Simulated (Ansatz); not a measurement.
A calculation with Ansatz (development build ahead of 0.2.0).

```yaml
crystal:
  periodic: [false, false, false]
  atoms:
    - { symbol: C, position_ang: [0.0, 1.4, 0.0] }
    - { symbol: C, position_ang: [1.21244, 0.7, 0.0] }
    - { symbol: C, position_ang: [1.21244, -0.7, 0.0] }
    - { symbol: C, position_ang: [0.0, -1.4, 0.0] }
    - { symbol: C, position_ang: [-1.21244, -0.7, 0.0] }
    - { symbol: C, position_ang: [-1.21244, 0.7, 0.0] }
    - { symbol: C, position_ang: [2.42487, 1.4, 0.0] }
    - { symbol: C, position_ang: [3.63731, 0.7, 0.0] }
    - { symbol: C, position_ang: [3.63731, -0.7, 0.0] }
    - { symbol: C, position_ang: [2.42487, -1.4, 0.0] }
    - { symbol: H, position_ang: [0.0, -2.485, 0.0] }
    - { symbol: H, position_ang: [-2.15207, -1.2425, 0.0] }
    - { symbol: H, position_ang: [2.42487, 2.485, 0.0] }
    - { symbol: H, position_ang: [4.57694, 1.2425, 0.0] }
    - { symbol: H, position_ang: [4.57694, -1.2425, 0.0] }
    - { symbol: H, position_ang: [2.42487, -2.485, 0.0] }
basis:
  gaussian: { orbitals: def2-SVP }
hamiltonian:
  xc: { name: wB97X }
```

The input is written out in the form of the current development build from the run's settings.

Results

```yaml
Converged: yes
Total_energy: -384.11789 hartree
Spin_squared_of_the_determinant: 0.000
Stability_test: minimum among restricted orbitals
```
